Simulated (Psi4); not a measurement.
Relaxed torsion scan: SMILES C#CC[SiH2]Br (C3H5BrSi). Scanned: dihedral C2–C3–Si4–Br5; all other coordinates were relaxed at GFN2-xTB. Points at φ and −φ are mirror images. Heavy atoms are numbered in the order of the SMILES C#CC[SiH2]Br, hydrogens after them in the order of the atoms that carry them; the mirror image has the same energies with the sign of each dihedral reversed.

Computed with: PBE/def2-TZVP // GFN2-xTB (Psi4); PBE-D3(BJ)/def2-TZVP // GFN2-xTB (Psi4); MP2/cc-pVTZ = Psi4 with DF-MP2 (frozen core)/cc-pVTZ // GFN2-xTB.

Energies relative to the lowest point of each profile, in eV; the last columns give the difference from MP2:

```tsv
φ / °	PBE/def2-TZVP	PBE-D3(BJ)/def2-TZVP	MP2/cc-pVTZ	PBE/def2-TZVP − MP2/cc-pVTZ	PBE-D3(BJ)/def2-TZVP − MP2/cc-pVTZ
-160	0.022	0.022	0.025	-0.003	-0.003
-140	0.068	0.068	0.077	-0.010	-0.010
-120	0.095	0.094	0.105	-0.010	-0.011
-100	0.083	0.080	0.083	0.000	-0.002
-80	0.053	0.047	0.037	0.015	0.009
-60	0.045	0.035	0.020	0.025	0.015
-40	0.081	0.068	0.057	0.024	0.011
-20	0.134	0.121	0.117	0.017	0.003
0	0.159	0.146	0.146	0.013	0.000
20	0.134	0.121	0.117	0.017	0.003
40	0.081	0.068	0.057	0.024	0.011
60	0.045	0.035	0.020	0.025	0.015
80	0.053	0.047	0.037	0.015	0.009
100	0.083	0.080	0.083	0.000	-0.002
120	0.095	0.094	0.105	-0.010	-0.011
140	0.068	0.068	0.077	-0.010	-0.010
160	0.022	0.022	0.025	-0.003	-0.003
180	0.000	0.000	0.000	0.000	0.000
```

PBE/def2-TZVP is furthest from MP2/cc-pVTZ at -60 (0.025 eV, above); its mean absolute difference over the points is 0.012 eV.

PBE-D3(BJ)/def2-TZVP is furthest from MP2/cc-pVTZ at -60 (0.015 eV, above); its mean absolute difference over the points is 0.007 eV.
